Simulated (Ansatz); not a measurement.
Molecule (SMILES): ClBr (Cl-Br).
Atoms: Cl1, Br2. Bonds: Cl1-Br2.

How fast the optimised Cl1-Br2 bond length converges with the basis for several methods (Ansatz, a quantum-chemistry and plane-wave program): deviation from each method's own reference, in Å. References: B3LYP 2.1610 Å, the value in pcseg-4; HF 2.1227 Å, the value in pcseg-4; MP2 2.1296 Å, the value in aug-cc-pV(Q+d)Z; PBE 2.1570 Å, the value in pcseg-4. Cartesian d functions, on some or all atoms, in 6-31G*; all else is spherical. In correlated methods cores are frozen (with 3d on Ga to Br). No added dispersion term, no relativity. The reference of a correlated method is not its basis-set limit, which lies further on.

| basis | functions | B3LYP | HF | MP2 | PBE |
|---|---|---|---|---|---|
| cc-pV(D+d)Z | 50 | 0.0228 | 0.0235 | … | 0.0223 |
| 6-31G* | 54 | 0.0242 | 0.0160 | … | 0.0264 |
| cc-pV(T+d)Z | 82 | 0.0027 | 0.0030 | … | 0.0020 |
| def2-TZVPPD | 108 | 0.0014 | 0.0018 | … | 0.0009 |
| aug-cc-pV(T+d)Z | 114 | 0.0033 | 0.0033 | … | 0.0030 |
| cc-pV(Q+d)Z | 132 | 0.0006 | 0.0004 | … | 0.0005 |
| def2-QZVPP | 159 | 0.0002 | -0.0001 | … | 0.0002 |
| aug-cc-pV(Q+d)Z | 182 | 0.0004 | 0.0003 | … | 0.0004 |

**Question.** What belongs in the gaps?

**Answer.** 
- cc-pV(D+d)Z, MP2: 0.0380
- 6-31G*, MP2: 0.0330
- cc-pV(T+d)Z, MP2: 0.0077
- def2-TZVPPD, MP2: 0.0058
- aug-cc-pV(T+d)Z, MP2: 0.0093
- cc-pV(Q+d)Z, MP2: 0.0000
- def2-QZVPP, MP2: -0.0014
- aug-cc-pV(Q+d)Z, MP2: 0.0000

Mean absolute deviation over cc-pV(T+d)Z, def2-TZVPPD, aug-cc-pV(T+d)Z: PBE 0.0020, B3LYP 0.0025, HF 0.0027, MP2 0.0076 Å.
